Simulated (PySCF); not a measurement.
# Frontier levels across methods

Species: C₃H₈O₂Si.
Structure used (PBE0-D3(BJ)/def2-SVP), in Å, numbered top down from 1:
```
atom  x, y, z in Å
C1    -2.0678    0.1031   -0.5395
C2    -0.6800   -0.4636   -0.4388
O3    -0.4945   -1.6501   -0.2379
C4     0.4788    0.4856   -0.5613
Si5    1.6167    0.2923    0.9529
O6     1.9592   -1.3226    1.0797
H7    -2.2110    0.5747   -1.5248
H8    -2.8114   -0.6891   -0.3897
H9    -2.2020    0.8950    0.2148
H10    0.1690    1.5265   -0.7350
H11    1.0952    0.1586   -1.4165
H12    2.8711    1.0678    0.7431
H13    0.9069    0.8373    2.1527
H14    1.2391   -1.8452    0.6825
```

Basis pcSseg-1 throughout (PySCF), one geometry. Isolated species at its PBE0-D3(BJ)/def2-SVP geometry (one conformer only).

Problem. How do the orbital energies, the gap and the dipole change with the method?

Solution. 
```csv
method,kind,HOMO (eV),LUMO (eV),gap (eV),μ (D),SCF cycles
BLYP,GGA,-6.03,-1.85,4.17,3.67,15
OPBE,GGA,-6.08,-1.90,4.19,3.64,16
PBE,GGA,-6.14,-1.99,4.14,3.68,15
B97-D,GGA,-6.17,-1.91,4.26,3.73,15
BP86,GGA,-6.26,-2.09,4.17,3.72,15
KT3,GGA,-6.28,-1.93,4.36,3.60,15
KT2,GGA,-6.31,-1.94,4.37,3.67,16
LDA,LDA,-6.32,-2.23,4.08,3.86,15
B97-2,global hybrid,-7.46,-0.97,6.48,3.89,14
B3LYP,global hybrid,-7.48,-1.14,6.34,3.87,15
PBE0,global hybrid,-7.74,-0.90,6.84,3.91,14
mPW1PW91,global hybrid,-7.78,-0.92,6.86,3.93,14
CAM-B3LYP,range-separated hybrid,-9.17,0.32,9.49,3.97,13
BHandHLYP,global hybrid,-9.25,0.34,9.59,4.10,13
wB97X-D,range-separated hybrid,-9.65,0.95,10.60,3.98,14
LC-wPBE,range-separated hybrid,-10.50,1.51,12.01,4.01,15
HF,Hartree–Fock,-11.57,3.29,14.86,4.39,12
```

The HOMO spans 5.54 eV, from BLYP down to HF, and the gap runs from 4.08 eV (LDA) to 14.86 eV (HF). Over the methods BLYP (0 %), OPBE (0 %), PBE (0 %), B97-D (0 %), BP86 (0 %), KT3 (0 %), KT2 (0 %), LDA (0 %), B97-2 (21 %), B3LYP (20 %), PBE0 (25 %), mPW1PW91 (25 %), BHandHLYP (50 %), HF (100 %), a straight line through the gap against the share of exact exchange rises by 1.07 eV for each 10 % (correlation coefficient 1.000). The dipole ranges from 3.60 D (KT3) to 4.39 D (HF). This basis has no diffuse functions.
